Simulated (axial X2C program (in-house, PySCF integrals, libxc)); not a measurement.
**AuSe: properties at the nuclei**

Calculated with an axial X2C code built on PySCF integrals: two-component X2C with atomic mean-field Coulomb and Gaunt terms, Gaussian nuclei, basis Au dyall-cv3z, Se dyall-cv3z with contracted cores.

R = 2.302 Å (near the PBE0 minimum at charge 0 of the determinant lowest at the starting distance; the state shown can have its own minimum elsewhere).

Input and command:
```json
{"zs": [79, 34], "q": 0, "bas": ["dyall-cv3z", "dyall-cv3z"], "r0": 2.28, "levels": ["PBE0", "HF", "B3LYP", "LDA", "BHandHLYP"], "nst": 3}
```
```bash
python soeom.py task.json out
```

Keys: zs atomic numbers; q charge; bas basis sets; r0 starting distance in Å; levels methods; nst determinants followed.

Determinant lowest in the PBE0 search, Ω = 3/2 (⟨Sz⟩ = 0.50, ⟨Lz⟩ = 1.00 at PBE0), spin on the atoms Au 0.02, Se 0.48:

| level | Eeff magnitude (GV/cm) | Ws magnitude Au (kHz) | Ws magnitude Se (kHz) | A∥/gI Au (MHz) | qzz Au (a.u.) | A∥/gI Se (MHz) | qzz Se (a.u.) | μ (D) |
| --- | --- | --- | --- | --- | --- | --- | --- | --- |
| PBE0 | 0.652 | 0.174 | 0.0389 | -295 | 2.42 | 402 | 2.89 | -2.24 |
| HF | 0.749 | 1.04 | 0.13 | -753 | -2.07 | 426 | 1.14 | -3.80 |
| B3LYP | 0.868 | 0.0272 | 0.0252 | -207 | 3.01 | 416 | 3.24 | -1.94 |
| LDA | 1.09 | 0.103 | 0.00154 | -126 | 4.41 | 404 | 3.87 | -1.60 |
| BHandHLYP | 0.772 | 0.0451 | 0.0537 | -372 | 1.08 | 435 | 2.43 | -2.58 |

Determinant 0.31 eV from it at PBE0 and this distance, Ω = 1/2 (⟨Sz⟩ = -0.49, ⟨Lz⟩ = 0.99 at PBE0), spin on the atoms Au -0.01, Se -0.48:

```tsv
level	Eeff magnitude (GV/cm)	Ws magnitude Au (kHz)	A∥/gI Au (MHz)	qzz Au (a.u.)	A∥/gI Se (MHz)	qzz Se (a.u.)	μ (D)
PBE0	3.86	6.13	1840	2.36	2320	2.61	-2.28
HF	1.91	6.58	2820	-2.17	2150	0.91	-3.85
B3LYP	4.3	7.07	1620	2.96	2310	2.94	-1.98
LDA	6.3	11.5	1670	4.42	2250	3.58	-1.63
BHandHLYP	2.02	2.05	1870	1.00	2310	2.15	-2.63
```

Eeff is the effective electric field on the electron electric dipole moment in this Ω state and Ws the scalar–pseudoscalar constant of the nucleus named (defined with the proton number Z and per Ω); A∥ (defined per Ω) follows by multiplying with gI = μI/(I μN); qzz is the electric field gradient, eQq0 = 234.96 MHz × Q/barn × qzz; μ is positive if the Se end (last atom) is positive. The operators were transformed with the bare-nucleus X2C matrices; with these basis sets, hyperfine constants and field gradients can be off by tens of per cent, and where levels differ in sign neither size nor sign is settled.

**Question.** With gI(77Se) = 1.0701 (g factors from the IAEA table of nuclear moments by Stone), turn the PBE0 values of the first state into constants in MHz.

**Answer.** A∥(77Se) = 402 × 1.0701 = 430 MHz.

Each state is one determinant with collinear spin. Unrestricted Hartree–Fock can overshoot spin polarisation at the nuclei. In the state Ω = 3/2 the sign of Eeff differs between levels (HF against PBE0). In the state Ω = 1/2 the sign of Eeff differs between levels (HF against PBE0). Where Eeff spreads by more than a factor of two the levels disagree and none is to be relied on. The search compared states at one distance, so a state with another bond length can lie lower. The sign of Ws at Au differs between levels in the first state. The sign of Ws at Au differs between levels in the second state. The sign of Ws at Se differs between levels in the second state. Further determinants of the search, some of them spin-mixed, are not shown. Where a field gradient or hyperfine factor spreads by more than a factor of two over the levels, a constant derived from it is not to be relied on. PBE0 term energies can be off by some tenths of an eV.
